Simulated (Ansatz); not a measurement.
A short molecular-dynamics run on SeF₄.

```yaml
crystal:
  periodic: [false, false, false]
  atoms:
    - {symbol: Se, position_ang: [-0.308702, -0.405807, -0.006902]}
    - {symbol: F, position_ang: [-0.231834, -0.285951, 1.777378]}
    - {symbol: F, position_ang: [-0.184428, -0.261342, -1.786686]}
    - {symbol: F, position_ang: [1.413320, -0.322943, 0.016565]}
    - {symbol: F, position_ang: [-0.688356, 1.276043, -0.000354]}
basis:
  gaussian: {orbitals: "6-31G*"}
hamiltonian: {xc: {name: PBE}, dispersion: d3bj}
md: {timestep: 1 fs, n_steps: 15, ensemble: nvt_langevin, temperature: 700, initial_velocities: maxwell_boltzmann, friction: 0.01, seed: 141}
scf: {omitted_lower_state_checks: [starts]}
```

```sh
$ ansatz run in.yaml --threads 4 --pin off --events-out ev --progress --plain --max-ram 3916MiB
```

| step | time (fs) | potential energy (eV) | kinetic (eV) | T (K) |
| --- | --- | --- | --- | --- |
| 0 | 0.0 | -76188.0566 | 0.3619 | 560 |
| 1 | 1.0 | -76188.0626 | 0.3597 | 557 |
| 2 | 2.0 | -76188.0648 | 0.3834 | 593 |
| 3 | 3.0 | -76188.0631 | 0.3360 | 520 |
| 4 | 4.0 | -76188.0577 | 0.3084 | 477 |
| 5 | 5.0 | -76188.0485 | 0.3144 | 486 |
| 6 | 6.0 | -76188.0352 | 0.2979 | 461 |
| 7 | 7.0 | -76188.0189 | 0.2959 | 458 |
| 8 | 8.0 | -76188.0012 | 0.2338 | 362 |
| 9 | 9.0 | -76187.9840 | 0.2119 | 328 |
| 10 | 10.0 | -76187.9670 | 0.1929 | 298 |
| 11 | 11.0 | -76187.9491 | 0.2027 | 314 |
| 12 | 12.0 | -76187.9299 | 0.2174 | 336 |
| 13 | 13.0 | -76187.9108 | 0.2036 | 315 |
| 14 | 14.0 | -76187.8918 | 0.2345 | 363 |
| 15 | 15.0 | -76187.8713 | 0.2448 | 379 |

Velocities are drawn at the set temperature; a run this short doesn't reach equilibrium. Under Langevin dynamics the printed temperature counts 3N degrees of freedom, so it starts below the set value.

The 6-31G sets use Cartesian d functions.

Frames (Å, forces in eV/Å):

```xyz
5
time=0.0 fs
Se   -0.309   -0.406   -0.007   -0.445   -0.586   -0.010
F    -0.232   -0.286    1.777   -0.013   -0.013    0.472
F    -0.184   -0.261   -1.787   -0.001   -0.006   -0.473
F     1.413   -0.323    0.017    0.683   -0.042    0.009
F    -0.688    1.276    0.000   -0.223    0.647    0.002
5
time=1.0 fs
Se   -0.310   -0.408   -0.006   -0.248   -0.406   -0.119
F    -0.228   -0.289    1.779   -0.055    0.001    0.429
F    -0.186   -0.252   -1.790    0.013   -0.070   -0.347
F     1.418   -0.317    0.025    0.509   -0.065   -0.039
F    -0.692    1.276   -0.010   -0.219    0.540    0.076
5
time=2.0 fs
Se   -0.310   -0.411   -0.006   -0.048   -0.213   -0.235
F    -0.225   -0.292    1.780   -0.097    0.012    0.392
F    -0.188   -0.244   -1.794    0.028   -0.134   -0.214
F     1.423   -0.311    0.033    0.332   -0.090   -0.090
F    -0.695    1.277   -0.019   -0.214    0.426    0.148
5
time=3.0 fs
Se   -0.312   -0.414   -0.005    0.165   -0.007   -0.343
F    -0.223   -0.295    1.781   -0.139    0.020    0.355
F    -0.191   -0.237   -1.799    0.042   -0.197   -0.083
F     1.428   -0.304    0.042    0.140   -0.119   -0.144
F    -0.698    1.279   -0.028   -0.208    0.303    0.215
5
time=4.0 fs
Se   -0.313   -0.416   -0.005    0.379    0.204   -0.413
F    -0.220   -0.298    1.782   -0.181    0.027    0.310
F    -0.194   -0.231   -1.802    0.057   -0.252    0.023
F     1.433   -0.298    0.051   -0.058   -0.149   -0.198
F    -0.699    1.281   -0.036   -0.198    0.169    0.278
5
time=5.0 fs
Se   -0.315   -0.418   -0.004    0.584    0.433   -0.456
F    -0.217   -0.302    1.783   -0.220    0.036    0.261
F    -0.196   -0.226   -1.805    0.070   -0.303    0.102
F     1.439   -0.292    0.059   -0.253   -0.179   -0.248
F    -0.701    1.284   -0.044   -0.181    0.013    0.341
5
time=6.0 fs
Se   -0.316   -0.421   -0.004    0.773    0.661   -0.509
F    -0.214   -0.307    1.785   -0.257    0.047    0.220
F    -0.198   -0.220   -1.806    0.082   -0.356    0.173
F     1.444   -0.287    0.067   -0.436   -0.208   -0.293
F    -0.703    1.288   -0.052   -0.162   -0.144    0.408
5
time=7.0 fs
Se   -0.318   -0.423   -0.003    0.929    0.856   -0.571
F    -0.212   -0.312    1.787   -0.292    0.058    0.177
F    -0.199   -0.213   -1.808    0.093   -0.412    0.251
F     1.448   -0.284    0.075   -0.583   -0.231   -0.335
F    -0.706    1.291   -0.059   -0.146   -0.272    0.478
5
time=8.0 fs
Se   -0.320   -0.424   -0.001    1.053    1.025   -0.633
F    -0.211   -0.317    1.790   -0.325    0.070    0.139
F    -0.201   -0.207   -1.810    0.104   -0.463    0.326
F     1.451   -0.281    0.084   -0.700   -0.249   -0.376
F    -0.708    1.294   -0.066   -0.132   -0.382    0.544
5
time=9.0 fs
Se   -0.321   -0.425    0.000    1.155    1.169   -0.655
F    -0.211   -0.321    1.793   -0.354    0.079    0.091
F    -0.202   -0.202   -1.810    0.118   -0.506    0.376
F     1.454   -0.278    0.093   -0.802   -0.262   -0.413
F    -0.712    1.297   -0.072   -0.116   -0.480    0.601
5
time=10.0 fs
Se   -0.322   -0.426    0.001    1.243    1.291   -0.640
F    -0.211   -0.325    1.797   -0.378    0.087    0.034
F    -0.204   -0.197   -1.810    0.133   -0.543    0.400
F     1.457   -0.275    0.102   -0.895   -0.274   -0.447
F    -0.715    1.299   -0.078   -0.103   -0.561    0.654
5
time=11.0 fs
Se   -0.324   -0.427    0.003    1.341    1.393   -0.612
F    -0.212   -0.328    1.801   -0.399    0.095   -0.021
F    -0.206   -0.191   -1.808    0.150   -0.579    0.407
F     1.460   -0.274    0.110   -0.997   -0.284   -0.480
F    -0.717    1.302   -0.083   -0.094   -0.624    0.707
5
time=12.0 fs
Se   -0.326   -0.427    0.004    1.439    1.491   -0.562
F    -0.213   -0.332    1.805   -0.421    0.102   -0.084
F    -0.208   -0.186   -1.806    0.167   -0.613    0.402
F     1.462   -0.272    0.119   -1.100   -0.295   -0.514
F    -0.719    1.305   -0.087   -0.085   -0.686    0.758
5
time=13.0 fs
Se   -0.327   -0.427    0.005    1.515    1.586   -0.491
F    -0.215   -0.334    1.810   -0.441    0.109   -0.154
F    -0.210   -0.181   -1.803    0.184   -0.645    0.380
F     1.465   -0.271    0.128   -1.182   -0.302   -0.545
F    -0.721    1.308   -0.092   -0.076   -0.749    0.810
5
time=14.0 fs
Se   -0.329   -0.426    0.007    1.582    1.680   -0.396
F    -0.217   -0.336    1.815   -0.461    0.114   -0.228
F    -0.209   -0.176   -1.799    0.202   -0.674    0.339
F     1.467   -0.270    0.137   -1.257   -0.309   -0.574
F    -0.723    1.312   -0.097   -0.066   -0.811    0.859
5
time=15.0 fs
Se   -0.331   -0.426    0.008    1.659    1.771   -0.288
F    -0.219   -0.336    1.820   -0.479    0.117   -0.310
F    -0.208   -0.171   -1.795    0.218   -0.703    0.293
F     1.470   -0.268    0.147   -1.340   -0.317   -0.601
F    -0.726    1.315   -0.102   -0.058   -0.868    0.906
```

Run time 10 s (4 threads of Arm Neoverse V2 on a shared host).
